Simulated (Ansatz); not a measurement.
`C=CBCl` + HBr → `ClBBr` + ethylene at 700 K and 1 bar (ligand exchange at a B–C bond).

Isolated molecules relaxed with PBE0-D4/def2-TZVP in Ansatz; ΔE leaves out vibrations. CCSD(T)/CBS adds triple-zeta CCSD(T) − MP2 to the extrapolated MP2 energy (def2 sets, frozen cores). This one scheme is used for every species. For Br outer-core shells are correlated without core-valence functions, which leaves a few kJ/mol of doubt a bond. Scalar relativity is left out up to krypton. One conformer a species, not always the lowest.

| species | CCSD(T)/CBS energy (Eh) | H − E (kJ/mol) | S (J/(mol·K)) |
| --- | --- | --- | --- |
| `C=CBCl` | -563.09944 | 203.9 | 380.5 |
| HBr | -2573.91920 | 36.5 | 223.7 |
| `ClBBr` | -3058.55678 | 74.5 | 336.7 |
| `C=C` | -78.48111 | 168.9 | 268.4 |

H − E and S are ideal-gas, rigid-rotor, harmonic terms from PBE0-D4/def2-TZVP, for one conformer and one mirror image of each species. 1 Eh = 2625.50 kJ/mol, R = 8.31446 J/(mol·K).

**Question.** By hand: ΔE, ΔH, ΔS and ΔG.

**Answer.** ΔE = (-3058.55678) + (-78.48111) − (-563.09944) − (-2573.91920) = -0.01925 Eh = -50.5 kJ/mol. Δ(H − E) = 74.5 + 168.9 − 203.9 − 36.5 = 3.0, so ΔH = -47.5 kJ/mol. ΔS = 336.7 + 268.4 − 380.5 − 223.7 = 0.9 J/(mol·K). ΔG = -47.5 − 700 × (0.9)/1000 = -48.1 kJ/mol.

**Question.** By hand: the equilibrium constant, and the temperature at which ΔG would vanish if ΔH and ΔS stayed fixed.

**Answer.** log₁₀ K = −ΔG/(RT ln 10) = 3.6. ΔH and −TΔS have one sign here, so there is no such temperature. One of them is within its doubt of zero, so this could turn.

The number of gas molecules stays the same, so ΔS is small and ΔH decides. A doubt of 5 kJ/mol in ΔE shifts log₁₀ K by 0.4 here. Other conformers and mirror images would add mixing entropy, several J/(mol·K) or more a flexible species. These are equilibria of isolated gas molecules and say nothing of rates. Largest T1 diagnostic: 0.012 (customary marks: 0.02 for closed shells, 0.045 for open ones).
